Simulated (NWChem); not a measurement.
Everything below was run with NWChem. System: C₃H₆ClF, charge 0, spin multiplicity 1, at a geometry optimised with PBE0/def2-SVP. The structure started from a generated list of species. Level: PBE0/def2-TZVP.

Input file:

```
start mol
memory heap 200 mb stack 800 mb global 1000 mb
geometry units angstroms nocenter noautoz noautosym
  C     -2.160069     0.480976    -0.481434
  C     -0.869414    -0.219770    -0.117447
  F     -0.897453    -0.540114     1.220849
  C      0.343243     0.643329    -0.387919
  Cl     1.868528    -0.227472    -0.088934
  H     -2.245585     1.442609     0.047369
  H     -2.219693     0.666493    -1.563891
  H     -3.014203    -0.146689    -0.190710
  H     -0.769157    -1.164206    -0.681782
  H      0.329406     1.525104     0.268714
  H      0.348778     0.977521    -1.434660
end
basis spherical
  * library def2-tzvp
end
dft
  xc pbe0
  semidirect memsize 60000000 filesize 0
  iterations 100
end
task dft energy
```

Part of the output:

```
             Northwest Computational Chemistry Package (NWChem) 7.3.0
             --------------------------------------------------------

                                NWChem Input Module
                                -------------------

 Scaling coordinates for geometry "geometry" by  1.889725989
 (inverse scale =  0.529177249)

                             Geometry "geometry" -> ""
                             -------------------------

 Output coordinates in angstroms (scale by  1.889725989 to convert to a.u.)

  No.       Tag          Charge          X              Y              Z
 ---- ---------------- ---------- -------------- -------------- --------------
    1 C                    6.0000    -2.16006900     0.48097600    -0.48143400
    2 C                    6.0000    -0.86941400    -0.21977000    -0.11744700
    3 F                    9.0000    -0.89745300    -0.54011400     1.22084900
    4 C                    6.0000     0.34324300     0.64332900    -0.38791900
    5 Cl                  17.0000     1.86852800    -0.22747200    -0.08893400
    6 H                    1.0000    -2.24558500     1.44260900     0.04736900
    7 H                    1.0000    -2.21969300     0.66649300    -1.56389100
    8 H                    1.0000    -3.01420300    -0.14668900    -0.19071000
    9 H                    1.0000    -0.76915700    -1.16420600    -0.68178200
   10 H                    1.0000     0.32940600     1.52510400     0.26871400
   11 H                    1.0000     0.34877800     0.97752100    -1.43466000

 Effective nuclear repulsion energy (a.u.)     230.9956787675

            Nuclear Dipole moment (a.u.)
            ----------------------------
        X                 Y               Z
 ---------------- ---------------- ----------------
     0.0000094486    -0.0000151178     0.0000056692


 Summary of "ao basis" -> "" (spherical)
 ------------------------------------------------------------------------------
       Tag                 Description            Shells   Functions and Types
 ---------------- ------------------------------  ------  ---------------------
 *                         def2-tzvp                  on all atoms

                                 NWChem DFT Module
                                 -----------------

 Summary of "ao basis" -> "ao basis" (spherical)
 ------------------------------------------------------------------------------
       Tag                 Description            Shells   Functions and Types
 ---------------- ------------------------------  ------  ---------------------
 C                         def2-tzvp                11       31   5s3p2d1f
 F                         def2-tzvp                11       31   5s3p2d1f
 Cl                        def2-tzvp                13       37   5s5p2d1f
 H                         def2-tzvp                 4        6   3s1p

 Summary of "ao basis" -> "ao basis" (spherical)
 ------------------------------------------------------------------------------
       Tag                 Description            Shells   Functions and Types
 ---------------- ------------------------------  ------  ---------------------
 C                         def2-tzvp                11       31   5s3p2d1f
 F                         def2-tzvp                11       31   5s3p2d1f
 Cl                        def2-tzvp                13       37   5s5p2d1f
 H                         def2-tzvp                 4        6   3s1p

            General Information
            -------------------
[...]
 d= 0,ls=0.0,diis     7   -677.6864160166 -6.61D-05  3.07D-05  2.53D-05    68.6
 d= 0,ls=0.0,diis     8   -677.6864143955  1.62D-06  1.74D-05  3.70D-05    76.9
 d= 0,ls=0.0,diis     9   -677.6864183471 -3.95D-06  1.75D-06  3.27D-07    85.9
 d= 0,ls=0.0,diis    10   -677.6864183844 -3.73D-08  4.47D-07  1.47D-08    94.2

         Total DFT energy =     -677.686418384420
      One electron energy =    -1391.868539496512
           Coulomb energy =      540.057582108344
    Exchange-Corr. energy =      -56.871139763768
 Nuclear repulsion energy =      230.995678767516

 Numeric. integr. density =       49.999999800358

     Total iterative time =     92.8s

                       DFT Final Molecular Orbital Analysis
                       ------------------------------------

 Vector   23  Occ=2.000000D+00  E=-3.553917D-01
              MO Center= -9.6D-01, -2.5D-01,  1.7D-01, r^2= 2.5D+00
   Bfn.  Coefficient  Atom+Function         Bfn.  Coefficient  Atom+Function
  ----- ------------  ---------------      ----- ------------  ---------------
    69      0.279357   3 F  py               72      0.228801   3 F  py
   181      0.210533   9 H  s                38     -0.208690   2 C  py
    75      0.166355   3 F  py               41     -0.158408   2 C  py
   182      0.143630   9 H  s                 7      0.141096   1 C  py
   180      0.129822   9 H  s                68     -0.122539   3 F  px

 Vector   24  Occ=2.000000D+00  E=-3.122973D-01
              MO Center=  1.6D+00, -7.9D-02, -1.1D-01, r^2= 2.0D+00
   Bfn.  Coefficient  Atom+Function         Bfn.  Coefficient  Atom+Function
  ----- ------------  ---------------      ----- ------------  ---------------
   141      0.380990   5 Cl pz              140      0.319597   5 Cl py
   144      0.260543   5 Cl pz              143      0.222412   5 Cl py
   138      0.181150   5 Cl pz              137      0.152591   5 Cl py
   132     -0.146008   5 Cl pz              187     -0.125090  10 H  s
   131     -0.122774   5 Cl py              139      0.118045   5 Cl px

 Vector   25  Occ=2.000000D+00  E=-3.118054D-01
              MO Center=  1.4D+00, -1.2D-01, -1.4D-01, r^2= 2.3D+00
   Bfn.  Coefficient  Atom+Function         Bfn.  Coefficient  Atom+Function
  ----- ------------  ---------------      ----- ------------  ---------------
   141      0.339915   5 Cl pz              140     -0.278932   5 Cl py
   139     -0.239999   5 Cl px              144      0.232816   5 Cl pz
   143     -0.190803   5 Cl py              142     -0.165908   5 Cl px
   138      0.162218   5 Cl pz              137     -0.133116   5 Cl py
   132     -0.130493   5 Cl pz              136     -0.112562   5 Cl px

 Vector   26  Occ=0.000000D+00  E= 2.258623D-02
              MO Center=  4.2D-02,  3.4D-01, -5.1D-01, r^2= 6.5D+00
   Bfn.  Coefficient  Atom+Function         Bfn.  Coefficient  Atom+Function
  ----- ------------  ---------------      ----- ------------  ---------------
     5      1.793369   1 C  s                98      1.294175   4 C  s
   176     -0.971360   8 H  s               194     -0.762179  11 H  s
   170     -0.722392   7 H  s               164     -0.695640   6 H  s
   182     -0.672044   9 H  s               188     -0.621603  10 H  s
   129     -0.529464   5 Cl s               142      0.434060   5 Cl px

 Vector   27  Occ=0.000000D+00  E= 5.235751D-02
              MO Center= -2.5D-01,  4.2D-01, -9.3D-01, r^2= 6.3D+00
   Bfn.  Coefficient  Atom+Function         Bfn.  Coefficient  Atom+Function
  ----- ------------  ---------------      ----- ------------  ---------------
     5      2.372484   1 C  s               170     -1.499265   7 H  s
   194     -1.399413  11 H  s                98      0.978185   4 C  s
   164     -0.775511   6 H  s               106      0.675972   4 C  py
   182     -0.646946   9 H  s               129      0.479475   5 Cl s
   188     -0.480843  10 H  s               107     -0.471598   4 C  pz

 Vector   28  Occ=0.000000D+00  E= 7.315245D-02
              MO Center= -6.5D-01,  8.0D-01,  6.4D-02, r^2= 6.5D+00
   Bfn.  Coefficient  Atom+Function         Bfn.  Coefficient  Atom+Function
  ----- ------------  ---------------      ----- ------------  ---------------
    36      2.480093   2 C  s                98     -2.482108   4 C  s
   188      2.076151  10 H  s               182     -1.744606   9 H  s
   164      1.322748   6 H  s                 5     -1.049520   1 C  s
    45     -0.597862   2 C  pz              107     -0.585689   4 C  pz
   106     -0.376218   4 C  py              105      0.342562   4 C  px

------------------------------------------------------------
EAF file 0: "./mol.aoints.0" size=524288 bytes
------------------------------------------------------------
               write      read    awrite     aread      wait
               -----      ----    ------     -----      ----
     calls:        1         9         0         0         0
   data(b): 5.24e+05  4.72e+06  0.00e+00  0.00e+00
   time(s): 0.00e+00  0.00e+00  0.00e+00  0.00e+00  0.00e+00
rate(mb/s): 0.00e+00  0.00e+00
------------------------------------------------------------

 center of mass
 --------------
 x =   0.16582907 y =  -0.07940901 z =   0.09171453

 moments of inertia (a.u.)
 ------------------
         217.775036108032          54.931773936279          38.727553462300
          54.931773936279         933.472939765296          65.142542040679
          38.727553462300          65.142542040679         878.139751562890

     Multipole analysis of the density
     ---------------------------------

     L   x y z        total         alpha         beta         nuclear
     -   - - -        -----         -----         ----         -------
     0   0 0 0     -0.000000    -25.000000    -25.000000     50.000000

     1   1 0 0     -0.716764     -0.358387     -0.358387      0.000009
     1   0 1 0      0.518791      0.259403      0.259403     -0.000015
     1   0 0 1     -0.756778     -0.378392     -0.378392      0.000006

     2   2 0 0    -28.505706   -228.011365   -228.011365    427.517024
     2   1 1 0     -0.091479     16.315806     16.315806    -32.723090
     2   1 0 1      1.379030      5.296501      5.296501     -9.213972
     2   0 2 0    -26.739923    -39.884968    -39.884968     53.030013
     2   0 1 1      0.518812     17.163715     17.163715    -33.808617
     2   0 0 2    -28.396682    -51.702877    -51.702877     75.009071

 Task  times  cpu:       94.2s     wall:       94.2s

 Total times  cpu:       94.3s     wall:       94.3s
```
